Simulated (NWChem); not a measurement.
GeH3OCl; SMILES [OH][GeH2][Cl]

```xyz
6

Ge    -0.3718    -0.4283    -0.0009
O      1.0636    -1.4562    -0.0597
Cl     0.2365     1.6494    -0.0108
H     -1.1340    -0.7273    -1.2909
H     -1.1622    -0.6358     1.3003
H      1.6636    -1.3209     0.6822
```
Atoms are numbered in this order, from 1.

Computed with NWChem. Coordinates come from a PBE0/def2-SVP optimisation. Level r2SCAN/def2-SVP: energy and gradient on several grids; changes count from the extra-fine grid, which is no exact limit either.

Which is the coarsest grid (fine; xfine; xcoarse; medium; coarse) from which on the energy stays within 500 μHa and each gradient component within 500 μHa/bohr of xfine?

medium.
```tsv
grid	size of the energy change (μHa)	largest change of a gradient component (μHa/bohr)	time, medium = 1 (rough)
xcoarse	4000	10000	about 1
coarse	50	1000	about 1
medium	70	100	about 1
fine	< 10	40	about 1
xfine	< 10	< 30	2
```
